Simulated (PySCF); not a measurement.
Species: protonated 1-cyano-1,3-cyclopentadiene, C₆H₆N (charge +1).
Numbering: `[NH+:1]#[C:2][C:3]1=[CH:4][CH:5]=[CH:6][CH2:7]1` (hydrogens: H8 on N1; H9 on C4; H10 on C5; H11 on C6; H12, H13 on C7)

Level: PBE0/pcSseg-1 and wB97X-D/def2-SVPD in PySCF, non-relativistic, on one gas-phase PBE0-D3(BJ)/def2-SVP geometry that isn't relaxed in the solvent. The solvent is an IEF-PCM continuum (Bondi radii, 1.10 Å for H, scaled by 1.2). Specific hydrogen bonds and non-electrostatic terms are outside this model.

Gas phase at PBE0/pcSseg-1: HOMO -11.98 eV, LUMO -7.21 eV.

Question: What does the continuum do to the energy and the frontier levels at PBE0/pcSseg-1 in dichloromethane and dimethylsulfoxide?

Answer: 
| solvent | ε | E(solvent) − E(gas) (kcal/mol) | polarisation term (kcal/mol) | distortion of the solute (kcal/mol) | HOMO (eV) | LUMO (eV) |
| --- | --- | --- | --- | --- | --- | --- |
| dichloromethane | 8.93 | -49.26 | -49.88 | 0.62 | -8.18 | -3.35 |
| dimethylsulfoxide | 46.83 | -54.40 | -55.25 | 0.85 | -7.81 | -2.96 |

Polarisation term: ½ Σ q·V over the induced surface charges. Distortion: the rise of the solute's own energy as its density leaves the gas-phase optimum. From dichloromethane to dimethylsulfoxide the lowering changes by a factor 1.10, Born's factor 1 − 1/ε by 1.10 and ε itself by 5.2.

Question: Which radius a makes Born's formula ΔE = −(q²/2a)(1 − 1/ε) give the value in dimethylsulfoxide?

Answer: a = q²(1 − 1/ε)/(2|ΔE|) = 2.99 Å, with q = +1 e and |ΔE| = 0.0867 Eh; the farthest nucleus lies 4.06 Å from the centroid of the nuclei. The formula assumes a point charge at the centre of a sphere.

Question: Which Hirshfeld charges (PBE0/pcSseg-1) respond most in dichloromethane (means over atoms taken as equivalent)?

Answer: 
```csv
atoms,environment,gas (e),solvent (e),change
N1,nitrogen bonded to C and H,-0.009,+0.008,+0.017
C5,alkene CH carbon,-0.014,-0.028,-0.014
C6,alkene CH carbon,+0.048,+0.034,-0.014
H8,N–H hydrogen,+0.252,+0.264,+0.012
H10,vinylic hydrogen,+0.091,+0.084,-0.007
C4,alkene CH carbon,+0.052,+0.044,-0.008
H11,vinylic hydrogen,+0.097,+0.091,-0.006
C2,triply bonded carbon,+0.246,+0.252,+0.006
```

Question: Which Mayer bond orders change most in dichloromethane?

Answer: 
```tsv
bond	length (Å)	gas	solvent	change
N1–C2	1.159	2.353	2.393	+0.040
C3–C4	1.383	1.452	1.479	+0.027
C2–C3	1.378	1.234	1.209	-0.025
C4–C5	1.432	1.211	1.194	-0.017
N1–H8	1.011	0.908	0.897	-0.011
C5–C6	1.362	1.633	1.641	+0.008
C7–C3	1.504	0.987	0.994	+0.007
C5–H10	1.090	0.967	0.973	+0.006
```

Question: How do the nuclear quadrupole coupling constants eQVzz/h respond in dichloromethane?

Answer: 
```csv
nucleus,Q (barn),gas (MHz),solvent (MHz),η gas,η solvent
14N at N1,0.02044,-1.75,-1.48,0.08,0.10
```

Gas phase at wB97X-D/def2-SVPD: HOMO -13.64 eV, LUMO -5.49 eV.

Question: What does the continuum do to the energy and the frontier levels at wB97X-D/def2-SVPD in dichloromethane?

Answer: 
```json
{"solvent": "dichloromethane", "ε": "8.93", "E(solvent) − E(gas) (kcal/mol)": "-49.25", "polarisation term (kcal/mol)": "-49.94", "distortion of the solute (kcal/mol)": "0.69", "HOMO (eV)": "-9.85", "LUMO (eV)": "-1.62"}
```

Question: How does the static polarisability (wB97X-D/def2-SVPD, frozen core, with the continuum's full static response) change?

Answer: 
```
         medium  isotropic (au)  principal values (au)  ⟨r²⟩ of the electrons (bohr²)
            gas            74.8      41.9, 66.4, 116.2                          734.8
dichloromethane            99.8      54.4, 88.9, 156.2                          734.6
```

The isotropic value in dichloromethane is 1.33 times the gas-phase one; no cavity-field correction is applied. ⟨r²⟩ is taken about the centre of nuclear charge.

The pairwise dispersion term of wB97X-D wasn't added to the energies; at a given geometry it leaves orbitals and properties as they are.
